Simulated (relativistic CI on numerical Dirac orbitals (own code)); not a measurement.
Computed by Dirac-Coulomb-Breit CI, KLI orbitals optimised for each configuration, a model potential for QED, unscaled Slater integrals (own radial code, finite nucleus).

The strongest absorption lines from the ground level of an ion, among the configurations computed and to levels below about 201 eV (vacuum wavelength in nm, gf): 6.3294 (0.4), 6.3525 (7.5), 6.3561 (0.74), 6.4212 (0.59), 6.4370 (0.8), 6.4408 (1.8), 6.5260 (2), 8.1828 (0.35).

(1) Which ion is it?
A. Tb26+
B. Ho28+
C. Ho30+
D. Eu24+

Results:

(1) B. Ho28+ has 39 electrons and the ground level 4s2 4p6 4d3 4F_3/2; the strongest line goes to 4s2 4p6 4d2 4f 2F°_5/2. The pattern of lines fixes the number of electrons, and along that sequence the line energies rise steadily with the charge (about as its square where n changes within one kind of shell, about linearly where n is kept but much faster in heavy ions where fine structure, which grows about as Z⁴, sets the gap, and irregularly where shells cross), which fixes Z. Configurations outside the model, such as inner-shell arrays, can give stronger lines. At this charge energies of transitions that change n are usually good to better than 1 %, and those within a shell (Δn = 0) to a few per cent. Terms inside the open d or f shell come out 10 to 20 % too wide with unscaled integrals.

LS names give the leading component of a level, which can be under half, so a name can repeat, a term be missing and a line seem to break the LS rules.
